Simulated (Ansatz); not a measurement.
Reaction (ligand exchange at the Si–N bond): `CN(C)[SiH](O)O` + `O[SiH](F)F` → `O[SiH](O)O[SiH](F)F` + `CNC`

Gas-phase electronic energies from Ansatz, PBE0-D4/def2-TZVP geometries. CCSD(T)/CBS adds triple-zeta CCSD(T) − MP2 to the extrapolated MP2 energy (def2 sets, frozen cores). This one scheme is used for every species. DFT in def2-TZVPP. B3LYP here is the variant with VWN-RPA as its local correlation; programs differ in this. One conformer a species, not always the lowest.

CCSD(T)/CBS gives -65.2 kJ/mol.

(1) Another level gave -70.8 kJ/mol. Which?
A. MP2/def2-TZVPP
B. HF/def2-TZVPP
C. B3LYP/def2-TZVPP
D. SCS-MP2/def2-TZVPP

Largest T1 diagnostic among the species: 0.012.

Results:

(1) C. B3LYP -70.8, SCS-MP2/def2-TZVPP -66.1, MP2/def2-TZVPP -61.2, HF/def2-TZVPP -87.1 kJ/mol.

In def2-TZVPP, CCSD(T) changes the Hartree–Fock value by +22.8 kJ/mol (the triples alone add +3.5 kJ/mol) and MP2 by +25.8 kJ/mol. The D4 term adds +3.8 kJ/mol with B3LYP and +2.0 kJ/mol with PBE0; it sums over pairs of atoms, weighted by their polarisabilities, and B3LYP, whose exchange is more repulsive, gets the larger term. From PBE to PBE0 (25 % exact exchange), in def2-TZVPP and without D4, ΔE moves by −3.9 kJ/mol.
